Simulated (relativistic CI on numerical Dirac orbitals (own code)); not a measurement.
# Sensitivity of the levels of Tm¹⁴⁺ to α and to the nuclear radius

Computed by Dirac-Coulomb-Breit CI, separate exchange-only KLI orbitals for each configuration, derivatives by finite differences, unscaled Slater integrals, QED left out (own radial code, finite nucleus).

Configuration list (outside the closed core [Ar] 3d10 4p6 4d10): 4s2 4f9, 4s 4f10, 4f11. Levels of other configurations are missing.

With x = (α/α₀)² − 1 an excitation energy changes as ω = ω₀ + qx; K = 2q/ω₀ is the relative enhancement. Terms are leading LS components, so labels can repeat. The field-shift factor is F = δν/δ⟨r²⟩ for the transition from the lowest level.

Lowest level 4s2 4f9 6H°_15/2.

| Level | ω₀ (cm⁻¹) | q (cm⁻¹) | F (GHz/fm²) |
| --- | --- | --- | --- |
| 4s2 4f9 6H°_13/2 | 6047.4 | 6412 | 0.289 |
| 4s2 4f9 6H°_11/2 | 10088.4 | 9061 | 0.42 |
| 4s2 4f9 6H°_9/2 | 13259.7 | 11500 | 0.537 |
| 4s2 4f9 6F°_11/2 | 14225.1 | 4549 | 0.288 |
| 4s2 4f9 6H°_7/2 | 15736.3 | 13610 | 0.635 |
| 4s2 4f9 6F°_9/2 | 16225.0 | 3993 | 0.283 |
| 4s2 4f9 6H°_5/2 | 17574.0 | 15070 | 0.704 |
| 4s2 4f9 6F°_7/2 | 19670.4 | 8304 | 0.473 |
| 4s2 4f9 6F°_5/2 | 22138.4 | 10690 | 0.583 |
| 4s2 4f9 6F°_3/2 | 23432.2 | 10700 | 0.593 |
| 4s2 4f9 6F°_1/2 | 24395.2 | 11850 | 0.644 |
| 4s2 4f9 4I°_15/2 | 33599.3 | -2407 | 0.201 |
| 4s2 4f9 4F°_9/2 | 33921.0 | 3240 | 0.406 |
| 4s2 4f9 4M°_21/2 | 37193.9 | 2720 | 0.446 |
| 4s2 4f9 4G°_11/2 | 37651.5 | 3112 | 0.434 |
| 4s2 4f9 4K°_17/2 | 39103.9 | 549.3 | 0.37 |
| 4s2 4f9 4M°_19/2 | 39595.8 | 3102 | 0.475 |
| 4s2 4f9 4I°_13/2 | 40155.5 | 5385 | 0.548 |
| 4s2 4f9 4F°_7/2 | 41815.6 | 8107 | 0.656 |
| 4s2 4f9 4M°_15/2 | 43698.8 | 7536 | 0.664 |
| 4s2 4f9 4I°_11/2 | 44042.1 | 8355 | 0.691 |
| 4s2 4f9 4D°_3/2 | 45408.3 | -1910 | 0.313 |
| 4s2 4f9 4M°_17/2 | 46091.0 | 10040 | 0.787 |

At this charge energies of transitions that change n are usually good to better than 1 %, and those within a shell (Δn = 0) to a few per cent. Terms inside the open d or f shell come out 10 to 20 % too wide with unscaled integrals. Levels and lines within the n = 5 or 6 shells can be off by up to 10 % or somewhat more, and those that change n by about 2 %, since core polarisation is missing.

Which transition from the lowest level has the largest |K|?

4s2 4f9 6H°_13/2 at 6047.4 cm⁻¹, K = 2.12.
